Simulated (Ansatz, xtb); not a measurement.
Relative energy of two isomers of C4H6Cl2S

Structure I: `CC(=S)CC(Cl)Cl`, a singlet. Structure II: `S=C(CCl)CCCl`, a singlet. Both are isolated molecules in the gas phase, relaxed with B3LYP-D3(BJ)/def2-SVP, each in the lowest conformer that the search found.

I (Å):

```xyz
13

C     2.6294   -2.6226   -2.8674
C     2.5244   -1.2147   -2.3706
C     2.6458   -1.0372   -0.8648
C     1.3465   -0.5369   -0.2461
Cl    1.5754   -0.1714    1.4943
Cl    0.0269   -1.7427   -0.4765
S     2.2592    0.0696   -3.3417
H     1.8273   -3.2203   -2.3981
H     2.5446   -2.6783   -3.9593
H     3.5846   -3.0721   -2.5413
H     2.9379   -1.9731   -0.3653
H     3.4150   -0.2782   -0.6550
H     1.0132    0.3854   -0.7345
```

II (Å):

```xyz
13

C     1.0600    0.2006   -1.4301
C     2.4553    0.0464   -1.9771
C     0.5096   -0.9223   -0.5820
C     0.7883   -2.3268   -1.1030
Cl    3.6537   -0.4506   -0.7033
Cl    0.1619   -2.5553   -2.7861
S     0.1889    1.5266   -1.7952
H     2.4608   -0.7446   -2.7428
H     2.8075    0.9863   -2.4135
H     0.9882   -0.8476    0.4127
H    -0.5681   -0.7616   -0.4465
H     1.8622   -2.5477   -1.1279
H     0.2895   -3.0748   -0.4736
```

Quicker runs give these differences E(II) − E(I): GFN2-xTB +10.19 kJ/mol; HF/STO-3G −18.87 kJ/mol (at GFN2-xTB geometries); r2SCAN-D4/def2-SVP +3.74 kJ/mol (at GFN2-xTB geometries).

Problem. Estimate E(II) − E(I) at the level CCSD(T)/def2-SVP + ΔMP2/def2-TZVPP.

Solution. Too close to call at this level: CCSD(T)/def2-SVP + ΔMP2/def2-TZVPP gives E(II) − E(I) = +1.02 kJ/mol.

The same difference at several levels:

```tsv
level	geometry	E(II) − E(I) (kJ/mol)	departure from the last row (kJ/mol)	job, with rough time for the two
GFN2-xTB	GFN2-xTB	+10.19	+9.18	optimisation, 0.34 s
HF/STO-3G	GFN2-xTB	−18.87	−19.89	single point, 0.5 s
r2SCAN-D4/def2-SVP	GFN2-xTB	+3.74	+2.72	single point, 4.4 s
B3LYP-D3(BJ)/def2-SVP	B3LYP-D3(BJ)/def2-SVP	+0.73	−0.28	optimisation, 40 s
HF/def2-SVP	B3LYP-D3(BJ)/def2-SVP	−5.25	−6.27	part of the CCSD(T) run
MP2/def2-SVP	B3LYP-D3(BJ)/def2-SVP	+3.90	+2.88	part of the CCSD(T) run
CCSD(T)/def2-SVP	B3LYP-D3(BJ)/def2-SVP	+2.09	+1.08	single point
CCSD(T)/def2-SVP + ΔMP2/def2-TZVPP	B3LYP-D3(BJ)/def2-SVP	+1.02		single point, 73 s
```

As drawn, both hold the same kinds of bond in the same numbers. Structure I has 1 methyl group, II 0.

The largest departure from CCSD(T)/def2-SVP + ΔMP2/def2-TZVPP is that of HF/STO-3G, 19.89 kJ/mol. The last row adds to CCSD(T) the change of the MP2 difference between the two basis sets, here −1.08 kJ/mol.

With thermal terms from frequencies at re-optimised GFN2-xTB minima (ideal gas, soft modes damped towards free rotors, one conformer each, 298.15 K, 1 atm): on the last row, ΔE + ΔZPE = +2.82, ΔH = +1.91, ΔG = +3.07 kJ/mol.

The correlated steps freeze 19 core orbitals. Run with Ansatz 0.2.0, xtb 6.7.1; the last row on 4 threads of Arm Neoverse V1 on a shared host.
